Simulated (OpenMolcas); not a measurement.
What dynamic correlation does to the levels of Zr²⁺

```
Program             : OpenMolcas 26.06
Basis               : ANO-RCC-VQZP [8s7p5d3f2g1h]
Scalar Hamiltonian  : DKH2, point nucleus
Active space        : 2 electrons in 10 orbitals (4d 5d)
State averaging     : 2S+1 = 3 even, 10 roots; 2S+1 = 1 even, 15 roots
Spin-orbit coupling : RASSI with atomic mean-field integrals over the reference wave functions, term energies averaged over their components
```

Methods on the same reference wave functions:
A. CASSCF
B. SS-CASPT2, IPEA 0.25 Eh, imaginary shift 0.1 Eh (closed shells correlated: 4s 4p)
C. XMS-CASPT2, IPEA 0.25 Eh, imaginary shift 0.1 Eh (closed shells correlated: 4s 4p)

Energies in cm⁻¹ above 4d² ³F₂, the measured ground level; measured values from Moore, Atomic Energy Levels, vol. II, NSRDS-NBS 35 (1971 reprint of NBS Circular 467, 1952); NIST levels as listed in Rynkun, Gaigalas and Jonsson, Astron. Astrophys. 637, A10 (2020).

| Level | A | B | C | Measured |
| --- | --- | --- | --- | --- |
| 4d² ³F₂ | 0.0 | 0.0 | 0.0 | 0.0 |
| 4d² ³F₃ | 680 | 707 | 700 | 681 |
| 4d² ³F₄ | 1511 | 1534 | 1527 | 1486 |
| 4d² ¹D₂ | 8928 | 5780 | 6360 | 5742 |
| 4d² ³P₀ | 10027 | 8560 | 8530 | 8062 |
| 4d² ³P₁ | 10279 | 8830 | 8800 | 8326 |
| 4d² ³P₂ | 10896 | 9350 | 9340 | 8838 |
| 4d² ¹G₄ | 13477 | 11290 | 11370 | 11049 |
| 4d² ¹S₀ | 31463 | 23710 | 24360 | 23979 |

Deviations, from unrounded energies. A percentage is the sum of absolute deviations over the sum of measured energies, with the sign that they share, or ± where signs differ.

```tsv
Against measurement	Levels	A	B	C
mean absolute deviation (cm-1)	8	2400	270	350
fine structure of the ground term (%)	2	±1.2	+3.4	+2.7
other terms of the ground configuration (%)	6	+28.9	±3.1	+4.2
```

B lies closest to measurement on these levels and A furthest from it. The largest miss of B in the table is 4d² ³P₂, by +510 cm-1. The ranking rests on the paired levels alone, and a cruder setting can come out closer through cancelling errors.

Between B and C the level of the table that moves most is 4d² ¹S₀, by 650 cm-1 (lowest in B, highest in C). Moves below CASPT2's spread within the term are not significant.

The mean deviations of B to C differ by less than CASPT2's widest spread within a term (1100 cm-1), so their order carries little weight.

From A to B the spin-free energies of the other terms of 4d² shown, above ³F, scale by factors of 0.60 to 0.85.

The lowest spin-free term lies below A's lowest term by 0.283 hartree in B, 0.286 hartree in C.

CASPT2 does not keep the components of a term degenerate, so their means are used; among the terms shown or strongly mixed into the levels shown the widest spread is 1100 cm-1 (4d² ³F, C). Active for correlation alone: 5d; no level in the range computed is led by a configuration that fills it, so any true level of that kind is missing. Without dynamic correlation excited terms often stand tens of per cent too high (terms of higher spin than the ground term too low), and those without a measured partner can miss by more than the paired ones (holds for A). Some levels mix across a computed gap that differs much from the measured one, so their mixing is not that of the real levels (holds for A). Measured partners are found by configuration, term and J. A level has none where our copy of the source lacks it or the pairing is in doubt (some pairs that miss far off the trend of their configuration count as doubtful), and it then counts in no deviation. Only configurations of the active space appear.
